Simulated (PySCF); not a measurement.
# Computed data sheet: `O=C(F)c1ccc([SiH3])s1`

C5H5FOSSi.
Structure used (GFN2-xTB), in Å, numbered top down from 1:
```
atom  x, y, z in Å
O1    -3.090    2.138    0.466
C2    -2.793    1.030    0.162
F3    -3.790    0.132   -0.146
C4    -1.499    0.416    0.048
C5    -1.184   -0.878   -0.307
C6     0.194   -1.108   -0.300
C7     0.939   -0.009    0.054
Si8    2.817    0.131    0.163
S9    -0.073    1.342    0.387
H10   -1.929   -1.613   -0.557
H11    0.641   -2.055   -0.546
H12    3.330    0.374   -1.187
H13    3.130    1.242    1.056
H14    3.306   -1.145    0.684
```

Structural features include: aromatic ring with sulfur, C–F bond, Si–H bond and C–Si bond.

GFN2-xTB geometry:

```yaml
Rotational_constants_A_B_C_of_the_GFN2-xTB_geometry: 3.461, 0.631, 0.537 GHz
```

**PBE0/pcSseg-1 ground state and GIAO shieldings, non-relativistic (PySCF)**

```yaml
Dipole_moment: 4.60 D
HOMO_energy: -7.77 eV
LUMO_energy: -2.36 eV
HOMO–LUMO_gap: 5.41 eV
Lowest_Hirshfeld_atomic_charge: -0.23 e on O1
Highest_Hirshfeld_atomic_charge: +0.32 e on Si8
13C_chemical_shifts_computed_TMS_as_zero_by_class: 159.7 (C2), 155.2 (C7), 144.1 (C4), 144.0 (C5), 142.1 (C6) ppm
1H_chemical_shifts_computed_TMS_as_zero_by_class: 8.08 (H10), 7.53 (H11), 4.68 (H12/H13/H14) ppm
Isotropic_shieldings_of_nuclei_other_than_C_and_H_by_class: -91 (O1), 145 (F3), 428 (Si8), 202 (S9) ppm
Mayer_bond_orders_between_heavy_atoms: O1–C2 2.04, C2–F3 0.96, C2–C4 1.03, C4–C5 1.43, C5–C6 1.33, C6–C7 1.52, C7–Si8 0.82, C7–S9 1.19, S9–C4 1.15
```

Monoisotopic mass from the formula: 159.9814 u.

In atomic units the dipole is 1.81 e·bohr (1 au = 2.5417 D). The rotational constants make it an asymmetric top with κ = (2B − A − C)/(A − C) = -0.94, nearer the prolate limit (−1). With B = h/(8π²I), that is 505.379 GHz u Å² over I, the principal moments of inertia are 146.0, 800.5 and 940.7 u Å² (most abundant isotopes); the inertial defect Ic − Ia − Ib is -5.8 u Å² (zero for a rigid planar frame, negative otherwise).

Geometry: GFN2-xTB, one conformer, isolated molecule. GFN2-xTB frequencies show an imaginary mode (24i cm⁻¹), so this geometry is no minimum at that level. NMR classes are plain means over equivalent atoms (diastereotopic ones count apart unless rotation or inversion swaps them), as if these changed places fast; in this geometry the members of some classes differ.
